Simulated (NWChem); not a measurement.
System: GaH3O; SMILES [OH][GaH2]

```xyz
5

Ga     0.0761     0.3179     0.0000
H      1.4455     1.0833     0.0000
H     -1.3970     0.8865     0.0000
O      0.2943    -1.4753     0.0000
H     -0.5524    -1.9584     0.0000
```
Atoms are numbered in this order, from 1.

Results from NWChem. Structure relaxed at the PBE-D3(BJ)/def2-SVP level. Vzz is the largest principal value of the second derivative of the potential at the nucleus (NWChem prints the opposite sign); η is the asymmetry. Non-relativistic.

Problem. Predict the results for Hartree-Fock/cc-pVTZ. Quantities: Vzz Ga1 (a.u.); η Ga1; Vzz O4 (a.u.); η O4.

Solution. 
| Quantity | Value |
|---|---|
| Vzz Ga1 (a.u.) | 3.255 |
| η Ga1 | 0.31 |
| Vzz O4 (a.u.) | 1.375 |
| η O4 | 0.40 |
